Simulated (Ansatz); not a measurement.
`C[O][Mg][S]C` + `O[SiH3]` → `C[S][Mg][O][SiH3]` + CH₃OH  (ligand exchange at a Mg–O bond)

Isolated molecules relaxed with PBE0-D4/def2-TZVP in Ansatz; ΔE leaves out vibrations. CCSD(T)/CBS is the MP2 limit (def2-TZVPP, def2-QZVPP) plus CCSD(T) − MP2 in def2-TZVPP, frozen cores. This one scheme is used for every species. DFT in def2-TZVPP. For Mg outer-core shells are correlated without core-valence functions, which leaves a few kJ/mol of doubt a bond. Each species was taken in one conformer, which may not be the lowest.

`C[O][Mg][S]C`:

```xyz
11

C    -0.823   -2.538   -1.452
O    -0.390   -1.279   -1.103
Mg    0.165    0.332   -0.675
S     0.885    2.421   -0.106
C     0.765    2.427    1.718
H    -0.851   -2.671   -2.543
H    -0.165   -3.321   -1.048
H    -1.836   -2.740   -1.075
H    -0.260    2.283    2.060
H     1.099    3.409    2.053
H     1.411    1.676    2.172
```

`O[SiH3]`:

Z-matrix (Å, degrees):
```
Si
O 1 1.648
H 1 1.489 2 111.7
H 1 1.489 2 111.7 3 120.9
H 1 1.481 2 105.9 3 -119.6
H 2 0.957 1 117.9 3 -60.5
```

`C[S][Mg][O][SiH3]`:

Cartesian coordinates in Å:
```
C -2.376 1.977 0.829
S -2.088 0.386 1.679
Mg -0.280 -0.479 0.599
O 1.141 -1.150 -0.257
Si 2.421 -1.762 -1.022
H -1.528 2.654 0.931
H -3.238 2.439 1.310
H -2.610 1.840 -0.227
H 2.146 -1.950 -2.477
H 3.607 -0.863 -0.902
H 2.805 -3.091 -0.462
```

CH₃OH:

Z-matrix (Å, degrees):
```
C
O 1 1.409
H 1 1.097 2 112.4
H 1 1.090 2 107.0 3 -118.5
H 1 1.097 2 112.4 3 123.0
H 2 0.959 1 108.5 3 -61.6
```

Task: Is it downhill or uphill in electronic energy at CCSD(T)/CBS, and by how much? (Estimate.)

Result: Computed: Downhill: ΔE = -39.9 kJ/mol.

Task: What do these levels give: LDA (SPW92), r2SCAN-D4, B97M-V, r2SCANh-D4, BHLYP-D4, ωB97X-V, B2PLYP, PBE, revPBE, PBE0, BHLYP, HF/def2-QZVPP? (Best estimate.)

Result: Computed: LDA (SPW92) -30.0, r2SCAN-D4 -36.3, B97M-V -39.2, r2SCANh-D4 -36.9, BHLYP-D4 -38.4, ωB97X-V -36.4, B2PLYP -36.4, PBE -33.5, revPBE -34.6, PBE0 -35.9, BHLYP -37.0, HF/def2-QZVPP -41.4 kJ/mol.

Largest T1 diagnostic among the species: 0.011.

Leaving LDA and LC-ωPBE aside and taking each functional with its dispersion term where it has one, the values, not all of them listed here, spread over 5.1 kJ/mol, from B97M-V to PBE-D4. LDA lies +3.5 kJ/mol from PBE without D4. From BLYP to BHLYP (50 % exact exchange), in def2-TZVPP and without D4, ΔE moves by −3.9 kJ/mol.
